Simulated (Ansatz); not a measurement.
Basis-set series for Cl₂HOSc, SMILES `[OH][Sc]([Cl])[Cl]`. Total charge 0; spin multiplicity 1. The geometry is a stationary point of PBE0-D4/def2-TZVP. It is one conformer, not always the lowest.

| functional | basis | functions | energy (Eh) | HOMO (eV) | LUMO (eV) |
| --- | --- | --- | --- | --- | --- |
| PBE0-D4 | def2-SVP | 86 | -1756.15510 | -8.56 | -2.48 |
| PBE0-D4 | def2-QZVPP | 320 | -1756.71278 | -8.87 | -2.62 |
| ωB97M-V | def2-SVP | 86 | -1756.61553 | -10.73 | -0.66 |
| ωB97M-V | def2-QZVPP | 320 | -1757.16865 | -11.12 | -0.91 |

Question: Give the rows for def2-TZVPP. (Best estimate.)

Answer: The calculation gave: 
```json
{"functional": "PBE0-D4", "basis": "def2-TZVPP", "functions": "193", "energy (Eh)": "-1756.66689", "HOMO (eV)": "-8.85", "LUMO (eV)": "-2.62"}
{"functional": "ωB97M-V", "basis": "def2-TZVPP", "functions": "193", "energy (Eh)": "-1757.12543", "HOMO (eV)": "-11.10", "LUMO (eV)": "-0.90"}
```

Scalar relativity is left out up to krypton.

Program: Ansatz 0.2.0.
